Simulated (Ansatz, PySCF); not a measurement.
System: CH3BF, charge 0, multiplicity 2. It need not be the lowest isomer of its formula. 
Structure (B3LYP-D3(BJ)/def2-TZVP (Ansatz, a quantum-chemistry and plane-wave program) minimum search):
```
C
H 1 1.0889
H 1 1.0950 2 109.89
H 1 1.0974 2 107.07 3 116.55
B 1 1.5578 2 113.05 4 117.92
F 5 1.3151 1 123.07 2 154.99
```
Charge 0, spin multiplicity 2.

Dipole moments at this geometry, in debye (magnitudes).

```
level                program  dipole (D)
-------------------  -------  ----------
BLYP/def2-TZVPD       Ansatz  (withheld)
revPBE/def2-TZVPD     Ansatz        1.43
BP86/def2-TZVPD        PySCF        1.46
M06-L/def2-TZVPD       PySCF        1.34
BHLYP/def2-TZVPD      Ansatz        1.49
TPSSh/def2-TZVPD       PySCF        1.43
r2SCANh/def2-TZVPD    Ansatz        1.47
PW6B95/def2-TZVPD      PySCF        1.48
MN15/def2-TZVPD        PySCF        1.45
HSE06/def2-TZVPD      Ansatz        1.48
LC-wPBE/def2-TZVPD    Ansatz        1.49
wB97M-V/def2-TZVPD    Ansatz        1.48
CCSD(T)/aug-cc-pVDZ   Ansatz  (withheld)
```

Fill in the missing entries.


- BLYP/def2-TZVPD, dipole (D): 1.42
- CCSD(T)/aug-cc-pVDZ, dipole (D): 1.39
